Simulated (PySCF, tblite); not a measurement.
Isomers of C6H14OSi2. Calculated harmonic vibrations of the isolated species, GFN2-xTB (tblite), most abundant isotopes, no scaling. The method is semi-empirical: single wavenumbers can be off by several per cent or more. Modes of hydrogen on silicon can be 10 to 20 % off. One conformer each.

Electronic energies: PBE0/pcSseg-1 single points on the GFN2-xTB geometries (PySCF, gas phase).

| SMILES | electronic energy, lowest = 0 (kcal/mol) |
| --- | --- |
| C=C[Si]1(OCC)C[SiH2]C1 | 41.9 |
| COC[C@H]1C[SiH2]C=C1[SiH3] | 80.9 |
| CC1=C[Si@](C)(O[SiH3])CC1 | 0.0 |
| C=CC[C@]1(C)C[SiH2]O[SiH2]1 | 24.8 |
| CCC[Si@H]1O[SiH2]C=C1C | 7.6 |
| OCC[C@@H]1C[SiH2]C=C1[SiH3] | 76.2 |
| CC(=O)[C@@H]1C[C@@]1([SiH3])C[SiH3] | 79.0 |

Question: How do GFN2-xTB zero-point energies change the relative energies?

Answer: 
| SMILES | ZPE (kcal/mol) | of it from modes above 1550 cm⁻¹ | electronic (kcal/mol) | with ZPE, lowest = 0 (kcal/mol) | lowest mode (cm⁻¹) | rings |
| --- | --- | --- | --- | --- | --- | --- |
| CC1=C[Si@](C)(O[SiH3])CC1 | 112.9 | 59.5 | 0.0 | 0.0 | 12i | 1 |
| CCC[Si@H]1O[SiH2]C=C1C | 114.3 | 59.2 | 7.6 | 9.1 | 48 | 1 |
| C=CC[C@]1(C)C[SiH2]O[SiH2]1 | 113.0 | 58.6 | 24.8 | 25.0 | 63 | 1 |
| C=C[Si]1(OCC)C[SiH2]C1 | 113.4 | 60.5 | 41.9 | 42.5 | 9 | 1 |
| OCC[C@@H]1C[SiH2]C=C1[SiH3] | 111.0 | 57.3 | 76.2 | 74.3 | 54 | 1 |
| CC(=O)[C@@H]1C[C@@]1([SiH3])C[SiH3] | 108.6 | 56.3 | 79.0 | 74.7 | 52 | 1 |
| COC[C@H]1C[SiH2]C=C1[SiH3] | 110.8 | 56.2 | 80.9 | 78.8 | 34 | 1 |

The zero-point energies span 5.7 kcal/mol, from `CC(=O)[C@@H]1C[C@@]1([SiH3])C[SiH3]` to `CCC[Si@H]1O[SiH2]C=C1C`. Slightly imaginary modes are left out of the zero-point energy: `CC1=C[Si@](C)(O[SiH3])CC1` 11.5i cm⁻¹. The order is unchanged.

Question: And how do the electronic energies of GFN2-xTB itself compare?

Answer: `CC1=C[Si@](C)(O[SiH3])CC1` 0.0; `CCC[Si@H]1O[SiH2]C=C1C` 7.4; `C=CC[C@]1(C)C[SiH2]O[SiH2]1` 3.8; `C=C[Si]1(OCC)C[SiH2]C1` 73.7; `OCC[C@@H]1C[SiH2]C=C1[SiH3]` 72.5; `CC(=O)[C@@H]1C[C@@]1([SiH3])C[SiH3]` 61.7; `COC[C@H]1C[SiH2]C=C1[SiH3]` 72.0 kcal/mol, lowest = 0. Against the energies above, taken from the same isomer `CC1=C[Si@](C)(O[SiH3])CC1`, the largest difference is 31.8 kcal/mol.

Question: What do entropy and thermal enthalpy add at 298.15 K and 1 bar (rigid rotor, harmonic oscillator, one conformer each)?

Answer: 
| SMILES | point group | symmetry number | S (cal/(mol K)) | H − H(0) (kcal/mol) | ZPE + H − H(0) − TS (kcal/mol) |
| --- | --- | --- | --- | --- | --- |
| CCC[Si@H]1O[SiH2]C=C1C | C1 | 1 | 110.6 | 8.49 | 89.8 |
| C=CC[C@]1(C)C[SiH2]O[SiH2]1 | C1 | 1 | 104.7 | 7.99 | 89.8 |
| OCC[C@@H]1C[SiH2]C=C1[SiH3] | C1 | 1 | 108.2 | 8.24 | 87.0 |
| CC(=O)[C@@H]1C[C@@]1([SiH3])C[SiH3] | C1 | 1 | 109.5 | 8.48 | 84.4 |
| COC[C@H]1C[SiH2]C=C1[SiH3] | C1 | 1 | 107.0 | 8.14 | 87.0 |

Not tabulated: `CC1=C[Si@](C)(O[SiH3])CC1` (lowest mode only 12i cm⁻¹); `C=C[Si]1(OCC)C[SiH2]C1` (lowest mode only 9 cm⁻¹).
